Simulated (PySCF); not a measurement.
# How methods differ on the ionisation energy of Os⁶⁹⁺

Os⁶⁹⁺ [He] 2s2 2p3 (4S) → Os⁷⁰⁺ [He] 2s2 2p2 (3P), as a difference of total energies. Calculation: PySCF 2.14, in an even-tempered Gaussian basis (18 s from 50 bohr⁻², ratio 2.2; 13 p from 65 bohr⁻², ratio 2.2; 5 d from 240 bohr⁻², ratio 2.4; 5 f from 360 bohr⁻², ratio 2.4; 4 g from 540 bohr⁻², ratio 2.4); scalar relativity by spin-free X2C-1e. Correlated levels: nothing frozen; virtual orbitals above 40 to 60 times the deepest correlated orbital energy dropped. The calculations carry no spin-orbit coupling.

```
                 method  ionisation energy (eV)
                    UHF                 18190.5
    MP2 (all electrons)                 18190.8
SCS-MP2 (all electrons)                 18190.3
   CCSD (all electrons)                 18190.6
CCSD(T) (all electrons)                 18190.6
```

Spin-orbit coupling is strong in these open shells (close to jj coupling). The scalar numbers leave it out and a first-order estimate fails, so it can dominate the gap to the real levels.

For this ion Breit and QED terms and the two-electron picture change, all absent here, outweigh the differences among the correlated methods.

For comparison: 17620 ± 50 eV (theoretical estimate listed by NIST; NIST Atomic Spectra Database, ionization energies).
